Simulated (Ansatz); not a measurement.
Relaxation of CH$_{8}$BNO$_{2}$ (13 atoms, charge 0, multiplicity 1), to a largest force component of 0.03 eV/Å in at most 50 steps.

Computed with RKS BLYP-D4/def2-SVP (Ansatz).

```xyz
13
Properties=species:S:1:pos:R:3:forces:R:3
B -0.666 -0.511 0.039 -0.25 0.15 -0.04
N 2.062 0.238 -0.357 0.29 -0.04 -0.02
O -0.776 -1.144 -1.179 0.04 0.00 0.03
O -0.369 -1.301 1.139 0.01 0.03 -0.01
H 1.335 0.953 -0.262 0.06 0.08 -0.04
C -1.013 1.046 0.090 -0.16 -0.10 0.04
H 1.741 -0.373 -1.117 -0.02 0.01 -0.05
H 1.992 -0.336 0.493 0.02 -0.02 0.03
H -0.600 -2.101 -1.096 -0.01 -0.06 0.01
H -0.312 -0.800 1.972 -0.04 0.02 -0.01
H -0.480 1.609 0.882 0.01 0.00 0.02
H -2.102 1.189 0.284 0.04 -0.06 0.00
H -0.812 1.531 -0.887 0.01 0.00 0.04
```

**Question.** Where does it end, and by what steps?

**Answer.** The run converged. After 8 steps the energy has fallen by 0.078 eV; H5 moved furthest, 0.56 Å.

```
step  energy less start (eV)  largest force component (eV/Å)  accepted
   0                  0.0000                           0.291       yes
   1                 -0.0523                           0.122       yes
   2                 -0.0389                           0.813        no
   3                 -0.0647                           0.107       yes
   4                 -0.0713                           0.156       yes
   5                 -0.0757                           0.157       yes
   6                 -0.0771                           0.133       yes
   7                 -0.0781                           0.049       yes
   8                 -0.0785                           0.009       yes
```

```xyz
13
Properties=species:S:1:pos:R:3
B -0.736 -0.481 0.052
N 2.287 0.081 -0.439
O -0.743 -1.123 -1.165
O -0.401 -1.238 1.162
H 1.892 1.021 -0.293
C -1.172 1.041 0.117
H 1.695 -0.340 -1.168
H 2.055 -0.442 0.417
H -0.521 -2.070 -1.066
H -0.433 -0.727 1.990
H -0.673 1.611 0.928
H -2.266 1.105 0.307
H -0.985 1.563 -0.843
```

Whether the end is a true minimum wasn't checked by a vibrational analysis.

Time of the run: 23 s on 2 threads of Arm Neoverse V1 (shared host), peak memory 0.17 GiB.
